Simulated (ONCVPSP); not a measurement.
# Before and after: ONCV potential for O (Z = 8)

oxygen (O), optimised norm-conserving Vanderbilt (ONCV), made with ONCVPSP 4.0.1 (LDA (Perdew-Wang 92), scalar-relativistic). Core [He], reference 2s2 2p2 (charge +2). Waves: 2s: rc 0.75 bohr, ncon 3, nbas 8, qcut 9.9 1/bohr, 2 projectors, debl 4 Ha; 2p: rc 1.15 bohr, ncon 4, nbas 7, qcut 11.4 1/bohr, 2 projectors, debl 1.1 Ha. Local part: polynomial inside 0.70 bohr (lpopt 5, dvloc0 0 Ha). Core correction: none.

In the p channel the program set the typed energies aside and used -1.593, 0.250 Ha.

Change: p: rc 0.98.

Cutoffs: the cutoffs (Ha) at which the residual kinetic energy of the hardest occupied pseudo-wave falls to 1 and 0.1 mHa per electron; they do not see the model core or the augmentation charge, which bear on the density cutoff. Errors are all-electron minus pseudo energies relative to the spin-unpolarised reference configuration.

Task: How do hardness, ghosts and transferability respond?

Result: The potential gets neither clearly harder nor softer (47 Ha and 74 Ha → 54 Ha and 74 Ha); of the 4 tests that both files solve, the error grows in 0 and shrinks in 4 by more than 15 % and 0.3 meV (median size 79.3 → 56.3 meV); neither file shows a bound ghost. Less of the atom is replaced, so other configurations are described better.

```tsv
quantity	base	changed
cutoff, loose	47 Ha	54 Ha
cutoff, tight	74 Ha	74 Ha
loose cutoff by channel	s 42 Ha, p 47 Ha	s 42 Ha, p 54 Ha
bound ghosts	none	none
GHOST(+) flags under 300 eV	none	none
error for 2s2 2p4, meV [ΔE -50.30 eV]	+73	+50
error for 2s2 2p3, meV [ΔE -33.71 eV]	+33	+23
error for 2s2 2p1, meV [ΔE 53.97 eV]	+86	+63
error for 2s0 2p6, meV [ΔE -21.07 eV]	+243	+168
s: phases at 0.76 bohr within 0.05 rad from the reference energy up to (Ha; the scan ends near 5)	to the end of the scan	to the end of the scan
```
